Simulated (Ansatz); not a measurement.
Gas-phase electronic energies from Ansatz, PBE0-D4/def2-TZVP geometries. CCSD(T)/CBS adds triple-zeta CCSD(T) − MP2 to the extrapolated MP2 energy (def2 sets, frozen cores). This one scheme is used for every species. DFT in def2-TZVPP. For Ga outer-core shells are correlated without core-valence functions, which leaves a few kJ/mol of doubt a bond. Scalar relativity is left out up to krypton. One conformer a species, not always the lowest.

`N[SiH](O)[GaH2]` → `[NH2][GaH2]` + `O[SiH]`  (silylene formation by 1,1-elimination)

```
 level  ΔE (eV)
PBE-D4     2.08
  BLYP     1.69
```

(1) What does CCSD(T)/CBS give? (Best estimate.)

Largest T1 diagnostic among the species: 0.016.

## Answers

(1) Ansatz gave: +2.02 eV. The listed levels differ from it by 0.06, -0.33 eV.

From PBE to PBE0 (25 % exact exchange), in def2-TZVPP and without D4, ΔE moves by +0.15 eV. Leaving LDA and LC-ωPBE aside and taking each functional with its dispersion term where it has one, the values, not all of them listed here, spread over 0.41 eV, from BLYP-D4 to r2SCAN0-D4. LDA lies +0.29 eV from PBE without D4.

CCSD(T)/CBS has its own doubt, a few kJ/mol and more with outer-core shells, so smaller differences from it don't rank the levels.
